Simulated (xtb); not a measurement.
CH3AlClIO, SMILES C[O][Al]([Cl])[I]. All values are semi-empirical tight-binding results from xtb (GFN2-xTB unless named), good for trends rather than for accurate numbers. The structure is a stationary point at GFN2-xTB. The structure was generated by enumeration; whether it is a known compound was not checked. Other conformers were not sampled.

For metal compounds this method's bond lengths and energies can be far off.

| Item | Result |
|---|---|
| point group as xtb finds it | Cs |
| orbital gap | 4.04 eV |
| zero-point energy | 27.4 kcal/mol |
| G − E(el) at 298.15 K (modified RRHO) | 5.2 kcal/mol |
